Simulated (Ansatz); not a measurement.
Geometry optimisation, RKS B3LYP-D4/def2-SVP (Ansatz).

The input (input.yaml):

```yaml
crystal:
  periodic: [false, false, false]
  atoms:
    - { symbol: Zr, position_ang: [0.070303, 0.50246, -0.457476] }
    - { symbol: O, position_ang: [0.547273, -0.244578, 2.674119] }
    - { symbol: H, position_ang: [-0.325079, -0.517726, 2.992193] }
    - { symbol: O, position_ang: [1.70115, -0.423959, -0.795196] }
    - { symbol: H, position_ang: [2.507958, -0.941605, -0.839956] }
    - { symbol: F, position_ang: [-0.420926, 1.38146, -2.079825] }
    - { symbol: F, position_ang: [-1.378996, -0.678285, -0.040893] }
    - { symbol: F, position_ang: [0.229966, 1.919869, 0.888519] }
    - { symbol: H, position_ang: [0.483452, 0.738964, 2.632115] }
basis:
  gaussian: { orbitals: def2-SVP }
hamiltonian:
  xc: b3lyp
  dispersion: d4
relax:
  f_tol: 0.03
  max_steps: 50
```

Command:

```bash
$ ansatz run input.yaml --threads 4 --pin off --max-ram 5120MiB --backend cpu --events-out ev --progress --plain --runs-dir out
```

Task: Where does it end, and by what steps?

Result: The run converged. After 9 steps the energy has fallen by 0.453 eV; O2 moved furthest, 0.56 Å. Joined: Zr1–O2 (3.25 → 2.40 Å).

```json
{"step": "0", "energy less start (eV)": "0.0000", "largest force component (eV/Å)": "0.825", "accepted": "yes"}
{"step": "1", "energy less start (eV)": "-0.0982", "largest force component (eV/Å)": "1.037", "accepted": "yes"}
{"step": "2", "energy less start (eV)": "-0.2598", "largest force component (eV/Å)": "1.132", "accepted": "yes"}
{"step": "3", "energy less start (eV)": "-0.3974", "largest force component (eV/Å)": "0.747", "accepted": "yes"}
{"step": "4", "energy less start (eV)": "-0.4313", "largest force component (eV/Å)": "0.478", "accepted": "yes"}
{"step": "5", "energy less start (eV)": "-0.4440", "largest force component (eV/Å)": "0.355", "accepted": "yes"}
{"step": "6", "energy less start (eV)": "-0.4474", "largest force component (eV/Å)": "0.153", "accepted": "yes"}
{"step": "7", "energy less start (eV)": "-0.4437", "largest force component (eV/Å)": "0.938", "accepted": "no"}
{"step": "8", "energy less start (eV)": "-0.4519", "largest force component (eV/Å)": "0.037", "accepted": "yes"}
{"step": "9", "energy less start (eV)": "-0.4527", "largest force component (eV/Å)": "0.014", "accepted": "yes"}
```

```xyz
9
Properties=species:S:1:pos:R:3
Zr 0.129 0.479 -0.154
O 0.396 -0.110 2.157
H -0.359 -0.629 2.474
O 1.743 -0.452 -0.597
H 2.549 -0.909 -0.846
F -0.499 1.186 -1.825
F -1.379 -0.670 0.264
F 0.386 2.154 0.794
H 0.448 0.688 2.706
```

Whether the end is a true minimum wasn't checked by a vibrational analysis.

Time of the run: 23 s on 4 threads of Arm Neoverse V1 (shared host), peak memory 0.28 GiB.
